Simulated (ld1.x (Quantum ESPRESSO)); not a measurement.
## u(r) = r·R(r): atom against pseudo-atom (boron)

Columns: radius, all-electron u(r) and pseudo u(r) of the 2s shell (level -9.44 eV) of boron in the configuration [He] 2s2 2p1; PBE, scalar-relativistic, ultrasoft scheme, ld1.x (Quantum ESPRESSO) 7.5.

```
r (bohr)  all-electron   pseudo
   0.160        0.3063  -0.1111
   0.320        0.1937  -0.2210
   0.480       -0.0277  -0.3279
   0.640       -0.2473  -0.4294
   0.800       -0.4280  -0.5224
   0.960       -0.5638  -0.6031
   1.120       -0.6562  -0.6674
   1.280       -0.7106  -0.7120
   1.440       -0.7342  -0.7342
   1.600       -0.7340  -0.7340
   1.760       -0.7165  -0.7165
   1.920       -0.6867  -0.6867
   2.080       -0.6491  -0.6491
   2.240       -0.6067  -0.6067
   2.400       -0.5621  -0.5621
   2.560       -0.5169  -0.5169
   2.720       -0.4726  -0.4726
   2.880       -0.4299  -0.4299
   3.040       -0.3895  -0.3895
   3.200       -0.3517  -0.3517
   3.360       -0.3166  -0.3166
   3.520       -0.2844  -0.2844
   3.680       -0.2548  -0.2548
   3.840       -0.2280  -0.2280
   4.000       -0.2036  -0.2036
   4.160       -0.1816  -0.1816
```

Q: How many radial nodes do the two functions have?

A: The all-electron 2s function has n − l − 1 = 1; the pseudo-wave has 0, since the states of the same l below it are removed with the core.

Q: At about which radius was the pseudo-wave matched?

A: 1.45 bohr, where the columns begin to agree (steps of 0.16 bohr).

Q: Is the pseudo-wave norm-conserving?

A: No, it belongs to an ultrasoft set: the norm inside the radius is not constrained, and the difference is carried by the augmentation charge.
